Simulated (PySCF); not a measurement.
C3H8GeO3, SMILES C=C[CH2][Ge]([OH])([OH])[OH] (connectivity only; charge and spin as stated), charge +1, multiplicity 2. Atoms are numbered in the order given.

```xyz
15

O     -0.3572     1.5967     0.5542
Ge    -0.5903    -0.0976     0.1139
O     -1.6764    -0.8491     1.2862
O     -0.8241    -0.4396    -1.6033
C      1.3423    -0.8644     0.3586
C      2.0323    -0.1529    -0.6774
C      2.6302     1.0972    -0.4907
H     -1.0135     1.9226     1.2052
H     -2.0968    -1.6837     0.9906
H     -1.6863    -0.1411    -1.9604
H      1.5501    -0.5784     1.4072
H      1.1747    -1.9450     0.1918
H      2.0507    -0.6021    -1.6860
H      2.5417     1.6337     0.4685
H      3.2039     1.5729    -1.3019
```
Charge +1, spin multiplicity 2.

Geometry optimised at PBE-D3(BJ)/def2-SVP. One conformer was computed; it need not be the lowest.

These are PySCF 2.14.0 with PBE-D3(BJ)/def2-SVP values and carry that method's errors.

Frequencies are harmonic and unscaled.

| mode | ν (cm⁻¹) | IR (km/mol) | moving atoms (share of kinetic energy) |
|---|---|---|---|
| 1 | 43 | 2.7 | O 38 %, C 38 %, H 22 % |
| 2 | 65 | 8.4 | O 54 %, C 27 %, H 14 % |
| 3 | 122 | 5.7 | C 42 %, O 27 %, H 26 % |
| 4 | 151 | 15.5 | O 46 %, C 30 %, H 19 % |
| 5 | 188 | 46.7 | O 47 %, H 28 %, C 15 %, Ge 11 % |
| 6 | 207 | 76.7 | H 59 %, O 25 %, Ge 13 % |
| 7 | 216 | 11.6 | O 64 %, H 13 %, Ge 13 %, C 9 % |
| 8 | 228 | 42.2 | O 40 %, H 39 %, C 11 %, Ge 9 % |
| 9 | 243 | 27.7 | O 34 %, H 27 %, Ge 25 %, C 14 % |
| 10 | 291 | 66.4 | H 84 % |
| 11 | 334 | 56.3 | H 90 % |
| 12 | 373 | 56.0 | H 49 %, C 42 %, Ge 8 % |
| 13 | 411 | 0.5 | H 50 %, C 50 % |
| 14 | 492 | 7.8 | H 49 %, C 47 % |
| 15 | 665 | 23.7 | O 95 % |
| 16 | 722 | 57.2 | O 60 %, H 19 %, Ge 17 % |
| 17 | 735 | 87.6 | O 69 %, Ge 23 % |
| 18 | 738 | 23.4 | H 58 %, O 24 %, C 14 % |
| 19 | 841 | 131.4 | H 90 % |
| 20 | 871 | 43.1 | H 90 % |
| 21 | 885 | 91.9 | H 90 %, O 9 % |
| 22 | 904 | 23.8 | H 83 %, C 17 % |
| 23 | 932 | 2.3 | H 78 %, C 21 % |
| 24 | 954 | 2.6 | H 66 %, C 34 % |
| 25 | 982 | 33.4 | H 78 %, C 22 % |
| 26 | 1013 | 10.7 | H 65 %, C 35 % |
| 27 | 1192 | 1.2 | H 53 %, C 47 % |
| 28 | 1243 | 20.8 | H 65 %, C 35 % |
| 29 | 1351 | 29.5 | H 83 %, C 17 % |
| 30 | 1427 | 10.4 | H 74 %, C 26 % |
| 31 | 1504 | 52.0 | C 69 %, H 31 % |
| 32 | 3026 | 19.1 | H 95 % |
| 33 | 3086 | 9.3 | H 95 % |
| 34 | 3110 | 2.0 | H 91 %, C 9 % |
| 35 | 3130 | 12.3 | H 90 %, C 10 % |
| 36 | 3205 | 9.6 | H 89 %, C 11 % |
| 37 | 3680 | 211.4 | H 94 % |
| 38 | 3681 | 147.9 | H 94 % |
| 39 | 3686 | 305.1 | H 94 % |
